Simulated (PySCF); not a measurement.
# Correlation energy of Bi (bismuth, neutral)

[Xe] 4f14 5d10 6s2 6p3, high-spin 4S determinant. Calculation: PySCF 2.14, in def2-TZVPPD with the def2 core potential (60 electrons); scalar relativity through the core potential. Frozen: nothing; 23 electrons correlated.

MP2 pair energies summed by pair of shells (mhartree):

| pair | energy | share (%) |
| --- | --- | --- |
| 5d-5d | -201.36 | 45.1 |
| 5d-6s | -66.97 | 15.0 |
| 5d-6p | -51.83 | 11.6 |
| 5p-5d | -41.73 | 9.3 |
| 6s-6p | -32.22 | 7.2 |
| 5p-5p | -11.64 | 2.6 |
| 6p-6p | -11.01 | 2.5 |
| 6s-6s | -7.57 | 1.7 |
| 5s-5d | -6.63 | 1.5 |
| 5p-6s | -6.37 | 1.4 |
| 5s-5p | -4.34 | 1.0 |
| 5p-6p | -3.43 | 0.8 |
| 5s-5s | -0.88 | 0.2 |
| 5s-6s | -0.42 | 0.1 |
| 5s-6p | -0.21 | 0.0 |

Total MP2 correlation energy: -446.61 mhartree.

Same-spin part -168.00 and opposite-spin part -278.62 mhartree; SCS-MP2 scales them by 1/3 and 6/5 to -390.34 mhartree.

The basis has no tight functions for the innermost shells, so their pair energies are far from complete.

This basis was not built for core-valence correlation, so the inner-shell part is incomplete.

Spin-orbit coupling is strong in this species, so the high-spin LS determinant is a model state.
